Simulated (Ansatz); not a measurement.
Molecule: N2H, net charge 0, doublet state. It need not be the lowest isomer of its formula. 
Structure (B3LYP-D3(BJ)/def2-TZVP (Ansatz, a quantum-chemistry and plane-wave program) minimum search):
```
N
N 1 1.1669
H 1 1.0598 2 117.89
```
Charge 0, spin multiplicity 2.

Basis-set convergence of Hartree-Fock and CCSD correlation energies (hartree) with Ansatz. Cores are frozen in the correlated levels unless marked. UHF or UKS for open shells. No spin-orbit coupling. Non-relativistic.

The UHF reference is spin-contaminated (<S^2> 0.10 over the pure value in the largest basis). 

| basis | functions | E(HF) | E(corr, CCSD) |
|---|---|---|---|
| cc-pVDZ | 33 | -109.43746 | -0.31335 |
| cc-pVTZ | 74 | -109.46757 | -0.38014 |
| cc-pVQZ | 140 | -109.47563 | -0.40221 |

Extrapolating the two largest sets (X = 3 and 4) as X^-3: E(corr) = (64·(-0.40221) - 27·(-0.38014))/37 = -0.4183 Eh, an estimate of the basis-set limit. The largest set recovers 96.1 % of it, the smallest 74.9 %.
